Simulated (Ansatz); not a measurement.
FGeH$_{5}$OSi, SMILES `F[SiH2][O][GeH3]`, relaxed with RKS PBE0-D4/def2-TZVP in the Gaussian-basis code of Ansatz from a PBE-D4/def2-SVP geometry. The force threshold is 0.005 eV/Å; the program also tests the step.

Charge 0, multiplicity 1.

Start:

```xyz
9

F     1.258   -1.867    0.886
Si    0.713   -0.390    1.338
O    -0.612    0.030    0.439
Ge   -0.826    0.448   -1.307
H     0.285   -0.472    2.769
H     1.849    0.567    1.114
H     0.505    1.052   -1.833
H    -1.975    1.482   -1.340
H    -1.197   -0.850   -2.066
```

Q: By how much does the energy fall, and how many steps does the optimiser take? (Estimate.)

A: Computed: 7.20 kJ/mol, in 7 steps, 1 of them rejected.

Q: Which bonds change most? (Estimate.)

A: Computed: Si2–O3 from 1.656 to 1.614 Å; F1–Si2 from 1.638 to 1.598 Å; O3–Ge4 from 1.808 to 1.783 Å; Si2–H6 from 1.502 to 1.483 Å.

Q: Give the relaxed structure. (Estimate.)

A: Ansatz gave: 
```xyz
9

F     1.254   -1.825    0.893
Si    0.707   -0.387    1.326
O    -0.554    0.033    0.409
Ge   -0.820    0.446   -1.304
H     0.255   -0.486    2.729
H     1.839    0.555    1.148
H     0.485    1.038   -1.861
H    -1.958    1.471   -1.306
H    -1.209   -0.846   -2.034
```
